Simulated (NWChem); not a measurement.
Species: BeF2 anion, doublet; SMILES of the neutral closed-shell parent [F][Be][F]

```xyz
3

Be     0.0000     0.0000     0.5647
F      1.3264     0.0000    -0.0784
F     -1.3264     0.0000    -0.0784
```
Atoms are numbered in this order, from 1.

Level: B3LYP/def2-SVPD, spin-unrestricted (NWChem), optimised geometry, unscaled harmonic frequencies. In the optimisation the excess spin sits in a1 (C2v, its own frame). This spin state was assumed; another may lie lower. The highest occupied level is positive, so the extra electron may be held by the finite basis. B3LYP is NWChem's, with the RPA form of VWN correlation.

```tsv
frequency (cm⁻¹)	IR intensity (km/mol)
321	19.4
736	133.4
1142	127.1
```

```json
{
 "zero_point_energy": "3.1 kcal/mol",
 "thermal correction to the enthalpy at 298.15 K (with zero-point energy)": "5.8 kcal/mol",
 "heat capacity Cv": "8.6 cal/(mol K)",
 "entropy at 298.15 K and 1 atm (symmetry number 2, electronic part: spin degeneracy alone)": "60.2 cal/(mol K)"
}
```

Rigid rotor and harmonic oscillator.
